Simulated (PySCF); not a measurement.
Gas-phase reaction: MoO3 + 2 HCl → MoO2Cl2 + H2O

Computed with PySCF and rigid-rotor harmonic-oscillator thermochemistry at 1 bar. S°(298 K) at PBE0/def2-TZVP differs from the NASA 1993 table for MoO3 (+7 J/mol/K); whether the harmonic model or the table's entry is off was not settled. † marks an energy on the PBE0/def2-TZVP geometry and frequencies; other levels use their own. MP2 and CCSD(T) freeze the core. All species are closed-shell singlets. Mo: scalar-relativistic def2 core potential, no spin-orbit coupling. MP2 isn't extrapolated to the basis-set limit; its ΔH°(298 K) is -321.2 kJ in def2-SVP and -337.3 kJ in def2-TZVPP. CCSD(T) isn't extrapolated to the basis-set limit; its ΔH°(298 K) is -319.0 kJ in def2-SVP and -331.5 kJ in def2-TZVPP. The harmonic model lacks anharmonicity and excited electronic states, which grow with temperature; levels with a mode under 35 cm⁻¹ are left out. Strong static correlation: MoO3. Soft modes under 120 cm⁻¹ make the harmonic entropy rough for MoO2Cl2. Warning, large T1 diagnostic: MoO2Cl2, MoO3 (CCSD(T)/def2-SVP†).

```
level               ΔE electronic, kJ  ΔH°(298 K), kJ  ΔS°(298 K), J/K  ΔG°(800 K), kJ
------------------  -----------------  --------------  ---------------  --------------
CCSD(T)/def2-SVP†                -338            -319             -130            -215
MP2/def2-TZVPP†                  -356            -337             -130            -234
PBE0/def2-SVP†                   -355            -336             -130            -233
PBE0/def2-TZVP                   -361            -341             -130            -238
r2SCAN/def2-TZVP†                -360            -341             -130            -238
ωB97M-V/def2-TZVP†               -364            -345             -130            -241
ωB97X-V/def2-TZVP†               -360            -341             -130            -237
```
ΔH° is lowest at ωB97M-V/def2-TZVP† and highest at CCSD(T)/def2-SVP†. No reference value is set beside these.
